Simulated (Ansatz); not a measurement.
Relaxation of AlBH8SSi2 (13 atoms, charge 0, multiplicity 1), to a largest force component of 0.015 eV/Å in at most 40 steps.

Level of theory: Ansatz, RKS revPBE/STO-3G.

```xyz
13
Properties=species:S:1:pos:R:3
B -0.622 -1.084 1.626
Si -0.300 -1.098 -0.291
Si 1.730 -0.319 -0.712
S -1.703 0.002 -1.423
Al -1.396 2.000 -0.454
H -1.601 -0.418 2.016
H 0.063 -1.607 2.374
H -0.299 -2.484 -0.724
H 2.028 -0.355 -2.102
H 1.873 1.069 -0.204
H 2.734 -1.154 0.033
H -0.258 2.988 -1.008
H -2.228 2.425 0.884
```

Question: Where does it end, and by what steps?

Answer: The forces met the threshold. Limits of this set-up: minimal basis. After 20 steps the energy has fallen by 1.012 eV; H13 moved furthest, 1.89 Å.

```json
{"step": "0", "energy less start (eV)": "0.0000", "largest force component (eV/Å)": "2.197", "accepted": "yes"}
{"step": "1", "energy less start (eV)": "-0.5143", "largest force component (eV/Å)": "0.732", "accepted": "yes"}
{"step": "2", "energy less start (eV)": "-0.5618", "largest force component (eV/Å)": "0.491", "accepted": "yes"}
{"step": "3", "energy less start (eV)": "-0.5836", "largest force component (eV/Å)": "0.107", "accepted": "yes"}
{"step": "4", "energy less start (eV)": "-0.6076", "largest force component (eV/Å)": "0.113", "accepted": "yes"}
{"step": "5", "energy less start (eV)": "-0.6189", "largest force component (eV/Å)": "0.285", "accepted": "yes"}
{"step": "6", "energy less start (eV)": "-0.6618", "largest force component (eV/Å)": "0.148", "accepted": "yes"}
{"step": "7", "energy less start (eV)": "-0.6879", "largest force component (eV/Å)": "0.379", "accepted": "yes"}
{"step": "8", "energy less start (eV)": "-0.7457", "largest force component (eV/Å)": "0.301", "accepted": "yes"}
{"step": "9", "energy less start (eV)": "-0.8048", "largest force component (eV/Å)": "0.365", "accepted": "yes"}
{"step": "10", "energy less start (eV)": "-0.8679", "largest force component (eV/Å)": "0.297", "accepted": "yes"}
{"step": "11", "energy less start (eV)": "-0.9212", "largest force component (eV/Å)": "0.236", "accepted": "yes"}
{"step": "12", "energy less start (eV)": "-0.9627", "largest force component (eV/Å)": "0.161", "accepted": "yes"}
{"step": "13", "energy less start (eV)": "-0.9874", "largest force component (eV/Å)": "0.263", "accepted": "yes"}
{"step": "14", "energy less start (eV)": "-1.0006", "largest force component (eV/Å)": "0.102", "accepted": "yes"}
{"step": "15", "energy less start (eV)": "-0.9948", "largest force component (eV/Å)": "0.371", "accepted": "no"}
{"step": "16", "energy less start (eV)": "-1.0075", "largest force component (eV/Å)": "0.049", "accepted": "yes"}
{"step": "17", "energy less start (eV)": "-1.0098", "largest force component (eV/Å)": "0.066", "accepted": "yes"}
{"step": "18", "energy less start (eV)": "-1.0113", "largest force component (eV/Å)": "0.073", "accepted": "yes"}
{"step": "19", "energy less start (eV)": "-1.0122", "largest force component (eV/Å)": "0.023", "accepted": "yes"}
{"step": "20", "energy less start (eV)": "-1.0123", "largest force component (eV/Å)": "0.013", "accepted": "yes"}
```

```xyz
13
Properties=species:S:1:pos:R:3
B -0.396 -1.044 1.710
Si -0.298 -1.008 -0.247
Si 1.828 -0.358 -0.786
S -1.843 0.107 -1.248
Al -1.693 2.020 -0.375
H -0.868 -0.165 2.345
H 0.061 -1.952 2.318
H -0.416 -2.376 -0.755
H 2.026 -0.381 -2.232
H 2.114 0.996 -0.326
H 2.814 -1.250 -0.185
H -0.608 2.331 0.638
H -2.702 3.046 -0.841
```

Whether the end is a true minimum wasn't checked by a vibrational analysis.

Time of the run: 82 s on 1 thread of Arm Neoverse V1, with other jobs on the host, peak memory 0.16 GiB.
